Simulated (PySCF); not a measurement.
A GIAO shielding run with PySCF (density fitting, non-relativistic, gas phase) on SMILES CCS[C@@H]1C[Si@@H]1SC, C$_{5}$H$_{12}$S$_{2}$Si:

```
$ OMP_NUM_THREADS=1 python probes_run.py task.json out

{"job": {"kind": "nmr", "xc": "PBE0", "basis": "pcSseg-1"}, "charge": 0, "multiplicity": 1}
C     -2.946321     0.003260     0.859798
C     -1.946088    -1.135742     0.862308
S     -1.400133    -1.593939    -0.817276
C     -0.580373    -0.078844    -1.326935
C      0.778265    -0.233833    -2.024341
Si     0.871981     0.689799    -0.389855
S      1.675093    -0.301379     1.316730
C      3.451457    -0.229488     0.912558
H     -3.300272     0.187682     1.872164
H     -2.487209     0.915585     0.483542
H     -3.798933    -0.242741     0.230212
H     -2.388932    -2.046903     1.263340
H     -1.053809    -0.883972     1.438819
H     -1.271663     0.591566    -1.823034
H      1.141846    -1.252173    -2.072196
H      0.880584     0.273376    -2.973215
H      0.992268     2.133756    -0.363501
H      3.638735    -0.777465    -0.004773
H      3.974658    -0.696795     1.739936
H      3.763698     0.804905     0.812683
```

Hardware: 1 thread of an Arm Neoverse V1, shared host. The job also computes population analyses, field gradients, ring-centre shieldings.

Problem. How large is the calculation?

Solution. 88 electrons, 217 basis functions and 1194 auxiliary functions.

Problem. How long does it take, and how much memory does it need?

Solution. 52 s of wall time, with 14 SCF cycles and 5 response iterations; peak memory 0.99 GiB. Times on a shared host scatter by some tens of per cent.
